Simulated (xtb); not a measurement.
C₃H₆OSi, SMILES [Si@@H](C#C)(O)C. All values are semi-empirical tight-binding results from xtb (GFN2-xTB unless named), good for trends rather than for accurate numbers. The structure is a stationary point at GFN2-xTB. The structure was generated by enumeration; whether it is a known compound was not checked. The values are those of a single conformer.

Optimised geometry:

Bond lengths (Å): C1–C2 1.201, C1–H6 1.052, C2–Si3 1.851, Si3–C4 1.900, Si3–O5 1.632, Si3–H7 1.469, C4–H8 1.087, C4–H9 1.088, C4–H10 1.085, O5–H11 0.952. Angles (°): C2–C1–H6 179.5, C1–C2–Si3 179.0, C2–Si3–C4 109.7, C2–Si3–O5 103.8, C2–Si3–H7 110.3, C4–Si3–O5 112.0, C4–Si3–H7 110.7, O5–Si3–H7 110.1, Si3–C4–H8 111.4, Si3–C4–H9 111.7, Si3–C4–H10 111.1, H8–C4–H9 107.6, H8–C4–H10 107.5, H9–C4–H10 107.4, Si3–O5–H11 122.1.

```yaml
orbital_gap: 5.39 eV
dipole_moment: 1.64 D
zero_point_energy: 48.2 kcal/mol
G − E(el) at 298.15 K (modified RRHO): 28.4 kcal/mol
static polarisability (D4 model): 67.0 bohr³
solvation energy, GFN2-xTB/ALPB(water): -4.4 kcal/mol
solvation energy, GFN2-xTB/ALPB(chcl3): -4.9 kcal/mol
```

**Question.** Give the atomic charges and the Wiberg bond orders between heavy atoms. (An estimate is asked for; the answer gives what the named calculation found.)

**Answer.** charges (e) C1 -0.08, C2 -0.11, Si3 0.53, C4 -0.20, O5 -0.47, H6 0.07, H7 -0.09, H8 0.03, H9 0.01, H10 0.02, H11 0.30. Bond orders C1–C2 2.93, C2–Si3 0.91, Si3–C4 0.88, Si3–O5 1.17.
